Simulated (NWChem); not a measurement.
# CH₆N₂Zr; SMILES [CH3][Zr]([NH2])=[NH]

```xyz
10

Zr    -0.0801     0.0453     0.2889
N     -1.6956     0.3769    -0.4515
H     -2.5476     0.5527    -0.9763
N      1.2026     1.4987    -0.3530
H      0.9821     2.3079    -0.9284
H      2.2184     1.4007    -0.3346
C      0.6259    -2.0083    -0.3647
H      0.6391    -2.0830    -1.4668
H     -0.0423    -2.8180    -0.0153
H      1.6490    -2.2523    -0.0165
```
Atoms are numbered in this order, from 1.

Results from NWChem. Structure relaxed at the PBE0/def2-SVP level. No frequency run checked for a minimum. def2 effective core potentials on Zr; no spin-orbit coupling. Level PBE/def2-SVP: energy and gradient on several grids; changes count from the extra-fine grid, which is no exact limit either.

Q: Which is the coarsest grid (fine; xcoarse; coarse; medium; xfine) from which on the energy stays within 50 μHa and each gradient component within 100 μHa/bohr of xfine?

A: medium.
```csv
grid,size of the energy change (μHa),largest change of a gradient component (μHa/bohr),"time, medium = 1 (rough)"
xcoarse,4000,2000,about 1
coarse,100,200,about 1
medium,< 10,30,about 1
fine,< 10,< 30,about 1
xfine,< 10,< 30,2
```
